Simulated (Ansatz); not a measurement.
Species: ZnF$_{2}$, charge 1, multiplicity 2. The spin state was set by rule; other spins were not relaxed. 
Structure (B3LYP-D3(BJ)/def2-TZVP (Ansatz, a program for electronic structure) minimum search):
```xyz
3

Zn     0.0000     0.0000     0.0000
F      0.0000     0.0000    -1.7790
F      0.0000     0.0000     1.7790
```
Charge +1, spin multiplicity 2.

Basis-set convergence of Hartree-Fock and MP2 correlation energies (hartree) with Ansatz. Correlated levels leave the core frozen unless marked. Open shells are spin-unrestricted. Spin-orbit coupling is left out. The frozen core is the preceding noble-gas configuration, with the filled d and f shells of earlier blocks. Non-relativistic.

| basis | functions | E(HF) | E(corr, MP2) |
|---|---|---|---|
| def2-SVPD | 80 | -1975.90892 | -0.63903 |
| def2-TZVPPD | 147 | ? | ? |

What belongs in the gaps?


- def2-TZVPPD, E(HF): -1976.38921
- def2-TZVPPD, E(corr, MP2): -0.93027
